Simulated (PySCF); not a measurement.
Simulated Si 2p region for `N[SiH2][SiH2]P`, binding energy against the vacuum level.

Every computed line was given a Gaussian of 0.4 eV full width at half maximum and an area set by the number of equivalent atoms (split 2:1 within a doublet); the highest printed point is 100. Method used: delta-SCF UKS SCAN, pcX-2 on the ionised atom, pcseg-1 elsewhere, spin-free X2C in PySCF.

binding energy (eV), intensity and a bar:
```
    105.7          0 
    105.8          1 
    105.9          6 ##
    106.0         19 ######
    106.1         44 #############
    106.2         73 ######################
    106.3         92 ############################
    106.4         98 #############################
    106.5        100 ##############################
    106.6        100 ##############################
    106.7         93 ############################
    106.8         79 ########################
    106.9         65 ###################
    107.0         55 ################
    107.1         50 ###############
    107.2         48 ##############
    107.3         40 ############
    107.4         26 ########
    107.5         13 ####
    107.6          4 #
    107.7          1 
    107.8          0
```

Question: How many maxima does the curve show, and how many computed lines lie under it?

Answer: The curve has 1 maximum (at 106.6 eV). Under it lie 4 lines from 2 inequivalent silicon sites, each drawn as a 2p3/2, 2p1/2 pair. At this width some lines have no maximum of their own.

Question: Decompose the envelope and assign each component. Numbering: `[NH2:1][SiH2:2][SiH2:3][PH2:4]`.

Answer: 
| position (eV) | relative area | line | atoms | environment |
| --- | --- | --- | --- | --- |
| 106.29 | 0.67 | Si 2p3/2 | Si3 | SiH2 silicon |
| 106.62 | 0.67 | Si 2p3/2 | Si2 | SiH2 silicon |
| 106.91 | 0.33 | Si 2p1/2 | Si3 | SiH2 silicon |
| 107.24 | 0.33 | Si 2p1/2 | Si2 | SiH2 silicon |

Question: What are the centre and the root-mean-square width of the whole band?

Answer: The area-weighted mean of the lines is 106.66 eV. Their own spread about it is 0.34 eV (rms) and each Gaussian has σ = 0.4/2.355 = 0.17 eV; the variances add, which gives 0.38 eV.

Lowest listed Si 2p3/2: Si3, bonded to 2 H, P and Si. Highest, 0.33 eV above it: Si2, bonded to N, 2 H and Si. Summing the Pauling electronegativity differences to the bonded atoms, each weighted by its formal bond order, gives +0.89 for the lowest site and +1.74 for the highest.

The curve has no shake-up lines and no vibrational structure. The 2p values add to the ΔSCF energy of one spin-free hole a correction within the shell (spin–orbit coupling, ligand field). 2p1/2 minus 2p3/2 (ligand field included): Si 0.62 eV. One conformer (not necessarily the lowest) at the PBE0-D3(BJ)/def2-SVP geometry, without solvent, vibrations or thermal averaging.

On one thread, Arm Neoverse V2, on a shared host, this took 37 s wall.

Conformer computed: `[NH2:1][SiH2:2][SiH2:3][PH2:4]`: N1–Si2–Si3–P4 24°, H–N1–Si2–Si3 -173°, H–N1–Si2–Si3 44°, H–P4–Si3–Si2 164°, H–P4–Si3–Si2 69°.
